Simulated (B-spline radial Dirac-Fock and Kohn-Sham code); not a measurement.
Z = 43 (technetium), transition energy 88.9 keV. These are calculated numbers from a B-spline atomic structure program; the model is a Dirac-Hartree-Slater potential of the neutral atom with a Latter tail (no hole, which puts coefficients of high multipoles low close above an edge), finite nucleus with surface currents. Subshells that would emit electrons below 1 keV are left out.

Question: A pure transition shows α(K) = 80.5, L1/L2 = 0.0824 and L1/L3 = 0.0710. What is its multipolarity?
A. E4
B. E3
C. E1
D. M3
E. E2
F. M1
G. M2
H. M4

Answer: A. For comparison, α(K), L1/L2, L1/L3 are E1 0.164, 11.2, 7.27; E2 1.50, 1.51, 1.15; E3 11.2, 0.296, 0.245; M1 0.341, 16.5, 52.6; M2 3.73, 9.51, 7.71; M3 33.5, 6.14, 1.94; M4 294, 4.42, 0.876.
